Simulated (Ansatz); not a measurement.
H5O2Si2 can be A, `O[SiH](O)[SiH2]`•, or B, `O[SiH2]O[SiH2]`•.

Isolated molecules relaxed with PBE0-D4/def2-TZVP in Ansatz; ΔE leaves out vibrations. CBS: MP2 limit from def2 TZ/QZ plus the TZ coupled-cluster correction, frozen cores. Functionals use def2-TZVPP. B3LYP here is the variant with VWN-RPA as its local correlation; programs differ in this. Open shells (•) are unrestricted, without spin–orbit coupling. Each species was taken in one conformer, which may not be the lowest.

Task: Which is lower in electronic energy at CCSD(T)/CBS, and by how much? (Best estimate.)

Result: The calculation gave: B, by 91.4 kJ/mol.

Task: Give E(B) − E(A) in kJ/mol with ωB97M-V, B3LYP-D4, r2SCAN-D4, CCSD(T)/def2-SVP, CCSD/def2-TZVPP, PBE-D4, HF/def2-TZVPP. (Estimate.)

Result: Computed: ωB97M-V -92.7, B3LYP-D4 -94.0, r2SCAN-D4 -85.4, CCSD(T)/def2-SVP -88.6, CCSD/def2-TZVPP -95.0, PBE-D4 -68.0, HF/def2-TZVPP -121.5. None reverses the order clearly.

Task: Does the order hold for the free energy at 298.15 K (harmonic terms from PBE0-D4)? (Estimate.)

Result: Ansatz gave: Yes: G(B) − G(A) = -96.6 kJ/mol, for one conformer each. Modes under 60 cm⁻¹, often nearly free rotors, make the harmonic entropy too high.

Largest T1 diagnostic: 0.014.

In def2-TZVPP, CCSD(T) changes the Hartree–Fock value by +30.0 kJ/mol (the triples alone add +3.5 kJ/mol) and MP2 by +21.3 kJ/mol. From BLYP to BHLYP (50 % exact exchange), in def2-TZVPP and without D4, E(B) − E(A) moves by −15.5 kJ/mol.
